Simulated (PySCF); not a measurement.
UHF on Be+ (beryllium, charge +1)

Configuration: [He] 2s1, 2S determinant. Calculation: PySCF 2.14, in pcseg-2 (4s2p1d, 15 functions); no relativity, point nucleus.

```json
{"Total energy": "-14.275356 hartree", "One-electron energy": "-17.5970 hartree", "Hartree (Coulomb) energy": "5.8179 hartree", "Exchange energy": "-2.4962 hartree", "Kinetic energy": "14.23693 hartree", "⟨S²⟩": "0.7500", "⟨L²⟩": "0.000", "Sum of ⟨r⟩": "3.120 bohr", "Sum of ⟨r²⟩": "6.587 bohr²", "Density at the nucleus (Gaussians lack the cusp)": "33.9 bohr⁻³", "Spin density at the nucleus": "0.795 bohr⁻³", "Langevin diamagnetic susceptibility": "-5.22 ×10⁻⁶ cm³/mol", "Time after the integrals": "0.02 s of wall time on 1 thread of Intel(R) Xeon(R) 6975P-C (shared host)"}
```

| shell | electrons | mean orbital energy (hartree) | rms radius, mean of both spins (bohr) |
| --- | --- | --- | --- |
| 1s α | 1 | -5.16149 | 0.485 |
| 1s β | 1 | -5.12636 | 0.485 |
| 2s α | 1 | -0.66585 | 2.47 |
